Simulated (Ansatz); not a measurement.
Start from `BC(N)=[Se]` and change one atom or group to get `NC(Cl)=[Se]`.

Ansatz, PBE0-D4/def2-TZVP geometries, multiplicity 1. Each molecule was computed in one conformer, which needn't be the lowest.

Scalar relativity is left out up to krypton.

| property | `BC(N)=[Se]` |
| --- | --- |
| LUMO energy (PBE/def2-TZVPP) / eV | -2.20 |
| LUMO energy (B3LYP/def2-TZVPP) / eV | -1.50 |
| size of the dipole moment (B3LYP/def2-TZVPP) / D | 4.47 |
| HOMO energy (PBE0/def2-TZVPP) / eV | -6.71 |
| zero-point energy (PBE0-D4/def2-TZVP) / kJ/mol | 144.1 |
| HOMO energy (PBE/def2-TZVPP) / eV | -5.67 |

(1) What does the change do to each property? (Estimate.)

Answers

(1) Computed: 
| property | `NC(Cl)=[Se]` | shift |
| --- | --- | --- |
| LUMO energy (PBE/def2-TZVPP) / eV | -2.37 | -0.17 |
| LUMO energy (B3LYP/def2-TZVPP) / eV | -1.75 | -0.25 |
| size of the dipole moment (B3LYP/def2-TZVPP) / D | 4.01 | -0.46 |
| HOMO energy (PBE0/def2-TZVPP) / eV | -6.29 | 0.42 |
| zero-point energy (PBE0-D4/def2-TZVP) / kJ/mol | 89.8 | -54.3 |
| HOMO energy (PBE/def2-TZVPP) / eV | -5.17 | 0.50 |

With PBE0 the HOMO rises by 0.42 eV and the LUMO falls by 0.25 eV, so the gap narrows by about 0.67 eV. PBE moves the HOMO by 0.50 eV and ωB97M-V by 0.36 eV. The zero-point energy changes by -54.3 kJ/mol with -6 modes. Dipoles are sizes alone; their direction can turn.

B3LYP here is the variant with VWN-RPA as its local correlation; programs differ in this.

Spin–orbit coupling is left out; it splits and shifts lone-pair levels of the heavy atoms by tenths of an eV.
